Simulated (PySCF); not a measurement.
Si(Cl)2(vinyl)(OH) (C2H4Cl2OSi), SMILES [Si](O)(Cl)(Cl)C=C.

The structure is a stationary point at TPSSh-D3(BJ)/def2-SVP. The values are those of a single conformer.

Vertical ionisation energy (IE) and electron affinity (EA) in eV. Rows of orbital energies are one-electron estimates. Where ΔSCF, EOM or ADC give a negative EA the extra electron is unbound and the value depends on the basis.

```
level                                              IE    EA
-----------------------------------------------  ----  ----
−ε(HOMO), −ε(LUMO), CAM-B3LYP/def2-TZVP (PySCF)   ___   ___
−ε(HOMO), −ε(LUMO), PBE/def2-TZVP (PySCF)        7.21  2.01
```

### Question
Complete the blanks. (The exact figures need the calculation; the answer reports its results.)

### Answer

- −ε(HOMO), −ε(LUMO), CAM-B3LYP/def2-TZVP (PySCF), IE: 9.70
- −ε(HOMO), −ε(LUMO), CAM-B3LYP/def2-TZVP (PySCF), EA: -0.16
